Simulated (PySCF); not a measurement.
Isomers of C4H15NOSi3, mass 177.046 u with the commonest isotopes. Method: PBE0/pcSseg-1 in PySCF (dipole) on a GFN2-xTB geometry, gas phase. One conformer each, none proved a minimum here; rigid rotors.

Question: Order these by rotational constant A, largest first.
A. `[CH3:1][N:2]([CH3:3])[C:4](=[O:5])[SiH2:6][CH:7]([SiH3:8])[SiH3:9]` with C1–N2–C4–O5 -178°, N2–C4–Si6–C7 171°, C4–Si6–C7–Si8 28°
B. `[OH:1][Si@H:2]([CH:3]1[CH2:4][CH2:5][CH2:6]1)[N:7]([SiH3:8])[SiH3:9]` with H–O1–Si2–C3 171°, O1–Si2–C3–C4 88°, O1–Si2–N7–Si8 -154°, Si2–C3–C4–C5 103°, C3–C4–C5–C6 14°, C4–C5–C6–C3 -14°, Si2–C3–C6–C5 -103°
C. `[CH3:1][CH:2]([CH3:3])[O:4][Si@@H:5]1[NH:6][SiH2:7][CH2:8][SiH2:9]1` with C1–C2–O4–Si5 -144°, C2–O4–Si5–N6 55°, O4–Si5–N6–Si7 -127°, Si5–N6–Si7–C8 -11°, N6–Si7–C8–Si9 20°, Si7–C8–Si9–Si5 -20°
D. `[CH3:1][NH:2][Si@H:3]([SiH3:4])[O:5][SiH2:6][CH:7]1[CH2:8][CH2:9]1` with C1–N2–Si3–Si4 -55°, N2–Si3–O5–Si6 87°, Si3–O5–Si6–C7 -85°, O5–Si6–C7–C8 36°
E. `[CH3:1][NH:2][Si@@H:3]1[CH2:4][SiH2:5][CH2:6][Si@H:7]([OH:8])[CH2:9]1` with C1–N2–Si3–C4 177°, C6–Si7–O8–H -61°, N2–Si3–C4–Si5 -172°, Si3–C4–Si5–C6 54°, C4–Si5–C6–Si7 -57°, Si5–C6–Si7–O8 -179°
F. `[CH2:1]=[CH:2][CH2:3][Si@H:4]([O:5][CH3:6])[N:7]([SiH3:8])[SiH3:9]` with C1–C2–C3–Si4 -106°, C2–C3–Si4–O5 -64°, C3–Si4–O5–C6 -172°, C3–Si4–N7–Si8 -99°

Answer: A (1845 MHz), C (1590 MHz), B (1380 MHz), D (1306 MHz), E (1259 MHz), F (1199 MHz).

Question: Order these by rotational constant B, smallest first.
A. `[CH3:1][NH:2][SiH2:3][C:4](=[O:5])[SiH2:6][C@H:7]([CH3:8])[SiH3:9]` with C1–N2–Si3–C4 -48°, N2–Si3–C4–O5 120°, Si3–C4–Si6–C7 -68°, C4–Si6–C7–C8 -52°
B. `[OH:1][Si@H:2]([CH:3]1[CH2:4][CH2:5][CH2:6]1)[N:7]([SiH3:8])[SiH3:9]` with H–O1–Si2–C3 171°, O1–Si2–C3–C4 88°, O1–Si2–N7–Si8 -154°, Si2–C3–C4–C5 103°, C3–C4–C5–C6 14°, C4–C5–C6–C3 -14°, Si2–C3–C6–C5 -103°
C. `[CH3:1][NH:2][Si@H:3]([SiH3:4])[O:5][SiH2:6][CH:7]1[CH2:8][CH2:9]1` with C1–N2–Si3–Si4 -55°, N2–Si3–O5–Si6 87°, Si3–O5–Si6–C7 -85°, O5–Si6–C7–C8 36°
D. `[CH3:1][CH:2]([CH3:3])[O:4][Si@@H:5]1[NH:6][SiH2:7][CH2:8][SiH2:9]1` with C1–C2–O4–Si5 -144°, C2–O4–Si5–N6 55°, O4–Si5–N6–Si7 -127°, Si5–N6–Si7–C8 -11°, N6–Si7–C8–Si9 20°, Si7–C8–Si9–Si5 -20°
E. `[CH3:1][N:2]([CH3:3])[C:4](=[O:5])[SiH2:6][CH:7]([SiH3:8])[SiH3:9]` with C1–N2–C4–O5 -178°, N2–C4–Si6–C7 171°, C4–Si6–C7–Si8 28°

Answer: A (474.1 MHz), E (537.7 MHz), D (607.9 MHz), C (638.0 MHz), B (686.9 MHz).

Question: Order these by radius of gyration √(Σ m r²/M), largest first.
A. `[CH3:1][NH:2][Si@H:3]([SiH3:4])[O:5][SiH2:6][CH:7]1[CH2:8][CH2:9]1` with C1–N2–Si3–Si4 -55°, N2–Si3–O5–Si6 87°, Si3–O5–Si6–C7 -85°, O5–Si6–C7–C8 36°
B. `[CH3:1][NH:2][SiH2:3][C:4](=[O:5])[SiH2:6][C@H:7]([CH3:8])[SiH3:9]` with C1–N2–Si3–C4 -48°, N2–Si3–C4–O5 120°, Si3–C4–Si6–C7 -68°, C4–Si6–C7–C8 -52°
C. `[CH3:1][CH:2]([CH3:3])[O:4][Si@@H:5]1[NH:6][SiH2:7][CH2:8][SiH2:9]1` with C1–C2–O4–Si5 -144°, C2–O4–Si5–N6 55°, O4–Si5–N6–Si7 -127°, Si5–N6–Si7–C8 -11°, N6–Si7–C8–Si9 20°, Si7–C8–Si9–Si5 -20°
D. `[OH:1][Si@H:2]([CH:3]1[CH2:4][CH2:5][CH2:6]1)[N:7]([SiH3:8])[SiH3:9]` with H–O1–Si2–C3 171°, O1–Si2–C3–C4 88°, O1–Si2–N7–Si8 -154°, Si2–C3–C4–C5 103°, C3–C4–C5–C6 14°, C4–C5–C6–C3 -14°, Si2–C3–C6–C5 -103°
E. `[CH3:1][N:2]([CH3:3])[C:4](=[O:5])[SiH2:6][CH:7]([SiH3:8])[SiH3:9]` with C1–N2–C4–O5 -178°, N2–C4–Si6–C7 171°, C4–Si6–C7–Si8 28°

Answer: B (2.670 Å), E (2.598 Å), A (2.476 Å), C (2.437 Å), D (2.377 Å).

```tsv
SMILES	point group	Ia (u·Å²)	Ib (u·Å²)	Ic (u·Å²)	κ	μa (D)	μb (D)	μc (D)
O[Si@H](C1CCC1)N([SiH3])[SiH3]	C1	366.10	735.78	898.03	-0.70	0.41	0.04	0.21
CN[Si@H]([SiH3])O[SiH2]C1CC1	C1	386.96	792.18	990.89	-0.68	0.22	1.72	0.18
C=CC[Si@H](OC)N([SiH3])[SiH3]	C1	421.35	801.19	964.23	-0.68	1.08	0.56	0.32
CN[Si@@H]1C[SiH2]C[Si@H](O)C1	C1	401.50	727.57	1066.75	-0.44	1.67	0.09	1.98
CN(C)C(=O)[SiH2]C([SiH3])[SiH3]	C1	273.86	939.81	1177.14	-0.85	4.18	2.95	0.39
CC(C)O[Si@@H]1N[SiH2]C[SiH2]1	C1	317.89	831.33	953.67	-0.85	0.07	0.50	0.99
CN[SiH2]C(=O)[SiH2][C@H](C)[SiH3]	C1	321.51	1066.02	1136.81	-0.95	0.67	2.09	1.56
```
